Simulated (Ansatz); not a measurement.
`[OH][In]([OH])[O][SiH3]` + H₂S → `[OH][In]([OH])[SH]` + `O[SiH3]`  (ligand exchange at the In–O bond)

Computed with Ansatz on PBE0-D4/def2-TZVP structures; ΔE is electronic, products minus reactants. CCSD(T)/CBS adds triple-zeta CCSD(T) − MP2 to the extrapolated MP2 energy (def2 sets, frozen cores). This one scheme is used for every species. DFT in def2-TZVPP. B3LYP here is the variant with VWN-RPA as its local correlation; programs differ in this. HSE06 is defined as in plane-wave codes. Elements past krypton have def2 core potentials. For In outer-core shells are correlated without core-valence functions, which leaves a few kJ/mol of doubt a bond. One conformer a species, not always the lowest.

`[OH][In]([OH])[O][SiH3]`:

Z-matrix (Å, degrees):
```
Si
O 1 1.629
H 1 1.497 2 111.0
H 1 1.488 2 110.6 3 119.6
H 1 1.488 2 110.6 3 -119.6
In 2 1.969 1 134.0 3 -0.4
O 6 1.960 2 117.9 1 -179.5
O 6 1.973 2 119.0 1 0.5
H 7 0.961 6 111.7 2 -180.0
H 8 0.961 6 111.7 2 -0.0
```

H₂S:

Cartesian coordinates in Å:
```
S 0.560 0.230 0.133
H -0.631 0.783 -0.141
H 0.071 -1.013 0.008
```

`[OH][In]([OH])[SH]`:

Z-matrix (Å, degrees):
```
In
O 1 1.973
S 1 2.362 2 120.3
O 1 1.978 2 114.0 3 -180.0
H 2 0.961 1 111.7 3 -180.0
H 3 1.345 1 92.0 2 -0.0
H 4 0.960 1 113.7 2 -179.9
```

`O[SiH3]`:

Cartesian coordinates in Å:
```
O 0.114 1.257 -0.224
Si -0.198 -0.331 0.088
H 1.018 1.504 -0.423
H 0.152 -1.198 -1.070
H -1.651 -0.414 0.358
H 0.564 -0.818 1.271
```

**Question.** Is it downhill or uphill in electronic energy at CCSD(T)/CBS, and by how much? (Estimate.)

**Answer.** Computed: Downhill: ΔE = -48.4 kJ/mol.

**Question.** What do these levels give: LDA (SPW92), PBE-D4, r2SCAN0-D4, HSE06-D4, B2PLYP, r2SCAN, B3LYP, r2SCAN0, HF/def2-SVP, MP2/def2-SVP, MP2/def2-TZVPP, CCSD/CBS(def2)? (An estimate is asked.)

**Answer.** Ansatz gave: LDA (SPW92) -63.7, PBE-D4 -59.1, r2SCAN0-D4 -59.2, HSE06-D4 -61.4, B2PLYP -52.1, r2SCAN -56.4, B3LYP -56.2, r2SCAN0 -59.9, HF/def2-SVP -49.9, MP2/def2-SVP -38.8, MP2/def2-TZVPP -51.8, CCSD/CBS(def2) -49.0 kJ/mol.

**Question.** What do rigid-rotor, harmonic-oscillator terms from PBE0-D4/def2-TZVP frequencies (298.15 K, 1 bar) make of the CCSD(T)/CBS value? (Best estimate.)

**Answer.** The calculation gave: ΔZPE = +8.8 kJ/mol, ΔH = -42.1 kJ/mol, ΔS = -1 J/(mol·K), ΔG = -41.7 kJ/mol. Modes under 50 cm⁻¹ make the entropy rough.

Largest T1 diagnostic among the species: 0.016.

At CCSD(T), def2-SVP lies +9.0 kJ/mol from the extrapolated value and def2-TZVPP +0.2 kJ/mol. Leaving LDA and LC-ωPBE aside and taking each functional with its dispersion term where it has one, the values, not all of them listed here, spread over 11.3 kJ/mol, from HSE06-D4 to CAM-B3LYP-D4. From r2SCAN to r2SCAN0 (25 % exact exchange), in def2-TZVPP and without D4, ΔE moves by −3.5 kJ/mol.
